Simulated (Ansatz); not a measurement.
## AlCl2F (SMILES [F][Al]([Cl])[Cl]): name the method

AlCl2F: 4 atoms, total charge 0, spin state singlet. As SMILES, `[F][Al]([Cl])[Cl]`. The coordinates come from a PBE0-D4/def2-TZVP relaxation.

```xyz
4

F     0.0874    0.3882    1.6824
Al    0.0048    0.0215    0.0936
Cl    1.2230   -1.4637   -0.6634
Cl   -1.3153    1.0539   -1.1125
```

A calculation with Ansatz 0.2.0 gave:

The total energy is -1262.8709 Eh. The HOMO energy is -9.25 eV, the LUMO energy is -1.61 eV and the HOMO–LUMO gap is 7.64 eV.

**Question.** Which of these levels gave the numbers?
A. HF/def2-SVPD
B. B3LYP/6-31G* (spherical functions)
C. B3LYP/def2-SVPD
D. r2SCAN/def2-SVPD

**Answer.** B. The others give -1262.5139 Eh (B3LYP/def2-SVPD), -1260.1601 Eh (HF/def2-SVPD), -1262.3457 Eh (r2SCAN/def2-SVPD).
